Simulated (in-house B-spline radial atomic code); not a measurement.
# Two electrons outside the [He] 2s2 2p6 core: Ge²⁰⁺

Computed with a B-spline radial code for spherical atoms: configuration interaction (CI) of the two valence electrons in the field of the frozen Dirac-Fock core, alone and with many-body perturbation theory for the core (screened one- and two-electron correlation potentials), Breit and QED terms; no-pair Dirac Hamiltonian, finite nucleus. Labels give the configuration (outer n counted up each series) and the leading LS term, or the jj pair where no LS term holds 70 %.

Command:
```bash
python run_mb.py task.json out
```
Settings (nuclear radius in fm, box in bohr, cutoff in hartree):
```
basis_form          3
Z                   32
core_configuration  [He] 2s2 2p6
rms_radius          4.0742
mass_number         74
speed_of_light      137.036
box_radius          4.091
lmax                6
intervals           59
virtual_cutoff      2048.0
```

Run time, properties included: 2.2 min on 1 thread of Arm Neoverse N1, with other jobs on the host.

Excitation energies (eV):

| level | purity of the LS term | CI alone | CI + MBPT + Breit + QED |
| --- | --- | --- | --- |
| 3s2 1S0 | 1.0 | 0 | 0 |
| 3s3p 3P°0 | 1.0 | 40.436 | 40.459 |
| 3s3p 3P°1 | 0.974 | 42.286 | 42.257 |
| 3s3p 3P°2 | 1.0 | ? | ? |
| 3s3p 1P°1 | 0.973 | ? | ? |
| 3p2 3P0 | 0.911 | 96.911 | 96.423 |
| 3p2 1D2 | 0.756 | 100.6 | 100.2 |
| 3p2 3P1 | 1.0 | 101.41 | 100.84 |
| 3p2 3P2 | 0.753 | 107.8 | 107.17 |
| 3p2 1S0 | 0.91 | 120.29 | 119.48 |
| 3s3d 3D1 | 1.0 | 120.38 | 119.71 |
| 3s3d 3D2 | 0.998 | 120.89 | 120.17 |

(1) Where does 3s3p 3P°2 lie?

(2) Where does 3s3p 1P°1 lie?

(3) What is the first ionisation energy?

Some electric-dipole lines (reduced elements in atomic units, length form; vacuum wavelengths from the computed energies):

```json
{"upper": "3s3p 3P°1", "lower": "3s2 1S0", "D bare (size)": "0.102", "D with core polarisation (size)": "0.1", "λ (nm)": "29.34", "A (s⁻¹)": "2.7e+08"}
{"upper": "3p2 3P0", "lower": "3s3p 3P°1", "D bare (size)": "0.4", "D with core polarisation (size)": "0.394", "λ (nm)": "22.89", "A (s⁻¹)": "2.6e+10"}
{"upper": "3p2 1D2", "lower": "3s3p 3P°1", "D bare (size)": "0.296", "D with core polarisation (size)": "0.291", "λ (nm)": "21.397", "A (s⁻¹)": "3.5e+09"}
{"upper": "3p2 3P1", "lower": "3s3p 3P°0", "D bare (size)": "0.404", "D with core polarisation (size)": "0.397", "λ (nm)": "20.534", "A (s⁻¹)": "1.2e+10"}
{"upper": "3p2 3P1", "lower": "3s3p 3P°1", "D bare (size)": "0.346", "D with core polarisation (size)": "0.34", "λ (nm)": "21.164", "A (s⁻¹)": "8.2e+09"}
{"upper": "3p2 3P2", "lower": "3s3p 3P°1", "D bare (size)": "0.356", "D with core polarisation (size)": "0.35", "λ (nm)": "19.1", "A (s⁻¹)": "7.1e+09"}
{"upper": "3p2 1S0", "lower": "3s3p 3P°1", "D bare (size)": "0.051", "D with core polarisation (size)": "0.0501", "λ (nm)": "16.055", "A (s⁻¹)": "1.2e+09"}
{"upper": "3s3d 3D1", "lower": "3s3p 3P°0", "D bare (size)": "0.353", "D with core polarisation (size)": "0.348", "λ (nm)": "15.645", "A (s⁻¹)": "2.1e+10"}
{"upper": "3s3d 3D1", "lower": "3s3p 3P°1", "D bare (size)": "0.301", "D with core polarisation (size)": "0.296", "λ (nm)": "16.008", "A (s⁻¹)": "1.4e+10"}
{"upper": "3s3d 3D2", "lower": "3s3p 3P°1", "D bare (size)": "0.526", "D with core polarisation (size)": "0.518", "λ (nm)": "15.913", "A (s⁻¹)": "2.7e+10"}
```

Weak lines are less accurate than strong ones.

## Answers

(1) 47.647 eV in CI alone and 47.526 eV with all corrections.

(2) 63.695 eV in CI alone and 63.104 eV with all corrections.

(3) 836.12 eV to the 3s1/2 state of the next ion (835.96 eV from CI alone). NIST lists 837.1 ± 1 eV (semi-empirical).
